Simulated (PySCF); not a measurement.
Compound: C5H4FN3S.
Numbering: `[CH3:1][C:2](=[S:3])[c:4]1[n:5][cH:6][n:7][c:8]([F:9])[n:10]1` (hydrogens: H11, H12, H13 on C1; H14 on C6)

The closed-shell SCF was solved with PySCF and density fitting under several settings on one GFN2-xTB geometry (grid level 2 and gas phase unless stated).

```csv
settings,basis functions,SCF cycles,E (Eh),HOMO (eV),LUMO (eV),dipole (D)
PBE0/pcSseg-1,197,15,-854.5009,-6.78,-3.63,0.46
PBE0/def2-SVPD,242,15,-854.1399,-6.79,-3.67,0.49
```

Task: Estimate the rows for these settings: (1) B3LYP/ANO-RCC-VDZP, IEF-PCM acetonitrile; (2) BLYP/STO-3G.

Result: 
```tsv
settings	basis functions	SCF cycles	E (Eh)	HOMO (eV)	LUMO (eV)	dipole (D)
B3LYP/ANO-RCC-VDZP, IEF-PCM acetonitrile	164	14	-855.1097	-6.48	-3.57	0.88
BLYP/STO-3G	58	18	-844.5363	-1.77	-1.03	0.96
```

Task: Over all rows, what range does the HOMO–LUMO gap span?

Result: From 0.74 eV (BLYP/STO-3G) to 3.15 eV (PBE0/pcSseg-1). The functional of the narrowest has no exact exchange, that of the widest 25 % exact exchange.

Task: Compare two rows with the functional PBE0: PBE0/pcSseg-1 and PBE0/def2-SVPD. Which energy is lower, and by how much?

Result: PBE0/pcSseg-1 (197 functions) lies 0.3610 Eh or 227 kcal/mol below PBE0/def2-SVPD (242 functions). The smaller set gives the lower energy; the two sets aren't nested, so the variational bound doesn't order them by size.

Whole jobs, the steps after the SCF included, on an AMD EPYC with one thread, on a shared host:

| settings | work after the SCF | wall time | peak memory |
| --- | --- | --- | --- |
| PBE0/pcSseg-1 | shieldings, ring-centre shieldings, charges and field gradients | 90 s | 0.94 GiB |
| PBE0/def2-SVPD | 6 singlets by full TDDFT, 2 Tamm–Dancoff triplets, polarisability | 1.7 min | 1.1 GiB |
| B3LYP/ANO-RCC-VDZP, IEF-PCM acetonitrile | spin–spin couplings from 5 perturbed nuclei, spin–dipole term for 1 of them | 86 s | 0.93 GiB |
| BLYP/STO-3G | shieldings, ring-centre shieldings | 33 s | 0.67 GiB |

Cycle counts include a coarse-grid stage where the run had one. ANO-RCC sets were contracted for a scalar-relativistic Hamiltonian, but ran non-relativistically here. The structure is a single GFN2-xTB conformer; no vibrational corrections.

Conformer computed: `[CH3:1][C:2](=[S:3])[c:4]1[n:5][cH:6][n:7][c:8]([F:9])[n:10]1`: C1–C2–C4–N5 180°.
